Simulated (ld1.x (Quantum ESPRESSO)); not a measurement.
# Ranking TM potentials for gold (Au)

All share these settings but for the change named:

ld1.x (Quantum ESPRESSO) 7.5 input, shortened:

```
&input
   title='Au', zed=79., rel=1, dft='PBE', iswitch=3,
   config='[Xe] 4f14 5d9.5 6s0 6p0'
 /
 &inputp
   pseudotype=2, tm=.true., lloc=0,
   nlcc=.false.
 /
3
5P  2  1   6.00   0.00  1.60  1.60  0.0
5D  3  2   9.50   0.00  1.15  1.15  0.0
5S  1  0   2.00   0.00  1.10  1.10  0.0
 &test
   configts(1)='5s2 5p6 5d9.5 6s0 6p0'
 /
```

Cutoff: the first of the cutoffs (Ry, on a coarse ladder) from which the occupation-weighted sum of valence levels, in a spherical-Bessel basis at the reference potential, stays within 10 and 1 mRy of its value at 400 Ry; the density cutoff is not measured.

The base gives 140 Ry.

Of 6 variants that were run, those that failed, showed a ghost or another fault, or gave nearly equal values are left out.

A variant can come out equal or close to the base.

Q: Rank these variants from softest to hardest (loose cutoff).
A. wave 5s (bound): rc 1.10 bohr becomes 5s (bound): rc 0.86 bohr
B. core [Xe] 4f14, valence charge 11; reference 5d9 6s0 6p0; waves now 6s (bound): rc 1.75 bohr; 5d (bound): rc 1.95 bohr; 6p (bound): rc 2.80 bohr; local potential the p channel
C. reference 5s2 5p6 5d10 6s1 6p0

A: B (45 Ry), C (140 Ry), A (200 Ry).
